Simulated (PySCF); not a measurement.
**UHF on C³⁺ (carbon, charge +3)**

Configuration: [He] 2s1, 2S determinant. Computed with PySCF 2.14 in aug-cc-pCVTZ-DK with one added diffuse shell each of s, p, d, f type (8s7p5d3f, 75 functions), with the spin-free X2C one-electron Hamiltonian (Gaussian nucleus).

- Total energy: -34.739634 hartree
- One-electron energy: -40.1446 hartree
- Hartree (Coulomb) energy: 9.3620 hartree
- Exchange energy: -3.9570 hartree
- ⟨S²⟩: 0.7500
- ⟨L²⟩: 0.000
- Sum of ⟨r⟩: 1.815 bohr
- Sum of ⟨r²⟩: 2.106 bohr²
- Langevin diamagnetic susceptibility: -1.67 ×10⁻⁶ cm³/mol

```json
{"shell": "1s α", "electrons": "1", "mean orbital energy (eV)": "-368.11", "rms radius, mean of both spins (bohr)": "0.310"}
{"shell": "1s β", "electrons": "1", "mean orbital energy (eV)": "-365.74", "rms radius, mean of both spins (bohr)": "0.310"}
{"shell": "2s α", "electrons": "1", "mean orbital energy (eV)": "-64.381", "rms radius, mean of both spins (bohr)": "1.38"}
```
